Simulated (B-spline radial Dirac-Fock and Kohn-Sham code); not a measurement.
## What relativity does to the binding energies of Rb

System: atomic rubidium, [Kr] 5s1.

Both columns are ΔSCF binding energies of the configuration average from an atomic code on a B-spline grid: non-relativistic Hartree-Fock with a point nucleus, and Dirac-Fock with a finite nucleus and the Coulomb interaction alone, averaged over the two j levels with weights 2j+1.

```
shell  Hartree-Fock (eV)  Dirac-Fock (eV)  shift (eV)  shift (%)
   1s            14952.4          15241.3     +288.89      +1.93
   2s             2014.8           2080.9      +66.03      +3.28
   2p             1818.0           1834.1      +16.07      +0.88
   3s              320.9            332.3      +11.34      +3.53
   3p              248.9            251.4       +2.43      +0.98
   3d              119.0            116.5       -2.52      -2.12
   4p              20.37            20.32       -0.06      -0.29
   5s               3.74             3.80       +0.06      +1.55
```

Relativity binds 1s, 2s, 2p, 3s, 3p, 5s more strongly, among those listed most of all 3s in relative terms, and 3d, 4p more weakly.

Values without a named source are computed, but for edge energies of neutral atoms, which are taken from tables.
